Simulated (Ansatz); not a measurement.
CH7AlBFSi (`[BH2][Al]([CH3])[SiH2]F`) at its PBE0-D4/def2-TZVP geometry, where that method's forces vanish. Total charge 0; spin multiplicity 1.

```
atom   x (Å)   y (Å)   z (Å)
  B1   1.810  -0.418  -1.482
 Al2   0.177   0.161  -0.273
  C3  -0.820   1.845  -0.419
 Si4  -0.565  -1.420   1.489
  F5   0.349  -2.754   1.490
  H6   2.950  -0.186  -1.188
  H7   1.676  -1.044  -2.498
  H8  -1.871   1.643  -0.655
  H9  -0.815   2.379   0.537
 H10  -0.428   2.518  -1.184
 H11  -0.483  -0.849   2.867
 H12  -1.978  -1.875   1.316
```

For each bond, give half the difference of the two atoms' forces along it (eV/Å; positive pushes the atoms apart) under PBE-D4, r2SCAN-D4, B3LYP-D4, ωB97M-V in def2-TZVPP. (Best estimate.)

Computed: 
```csv
bond,length (Å),PBE-D4,r2SCAN-D4,B3LYP-D4,ωB97M-V
B1–Al2,2.113,-0.17,-0.05,0.01,0.07
B1–H6,1.200,0.11,0.00,-0.09,-0.12
B1–H7,1.200,0.11,0.00,-0.09,-0.12
Al2–C3,1.962,0.06,0.02,0.08,0.02
Al2–Si4,2.481,-0.11,0.02,0.00,-0.06
C3–H8,1.095,0.11,-0.01,-0.04,-0.04
C3–H9,1.095,0.11,-0.01,-0.04,-0.04
C3–H10,1.092,0.10,-0.02,-0.04,-0.04
Si4–F5,1.617,0.49,0.03,0.23,0.23
Si4–H11,1.494,0.06,-0.01,-0.09,-0.14
Si4–H12,1.494,0.06,-0.01,-0.09,-0.14
```

B3LYP here is the variant with VWN-RPA as its local correlation; programs differ in this.
